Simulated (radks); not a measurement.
Results of a calculation; reference values are marked as such.
Ionisation of the niobium ion Nb3+, [Kr] 4d2, to Nb4+, [Kr] 4d1, under several functionals. Scalar-relativistic Kohn-Sham, spin-unpolarised, spherical densities, finite nucleus; a radial shooting solver on a logarithmic mesh with Libxc functionals.

| functional | E(Nb3+) (hartree) | Exc (hartree) | IE (eV) | -e(HOMO) (eV) | <r> HOMO (bohr) | IE error (eV) |
|---|---|---|---|---|---|---|
| r2SCAN | -3818.47307 | -118.24452 | 36.439 | 30.211 | 1.702 | -1.172 |
| PBEsol | -3815.78126 | -115.65380 | 36.868 | 30.562 | 1.709 | -0.743 |
| exchange-only PBE | -3815.94598 | -115.80787 | 35.814 | 29.545 | 1.739 | -1.797 |
| exchange-only r2SCAN | -3816.51028 | -116.25498 | 35.190 | 29.000 | 1.717 | -2.421 |
| exchange-only LDA | -3810.16184 | -109.95906 | 35.582 | 29.329 | 1.731 | -2.029 |
| BP86 | -3818.73119 | -118.63972 | 36.947 | 30.654 | 1.706 | -0.664 |

NIST Atomic Spectra Database: 37.61 eV (measured). Closest: BP86. The Delta-SCF values span 1.76 eV, the total energies 8.57 hartree. The highest occupied level is 4d. Spin polarisation and multiplet splitting are left out, so open shells lie too high by an amount that depends on their filling.

Beside tabulated values, note that spin-unpolarised runs miss the spin-polarisation part of the exchange energy of open shells.
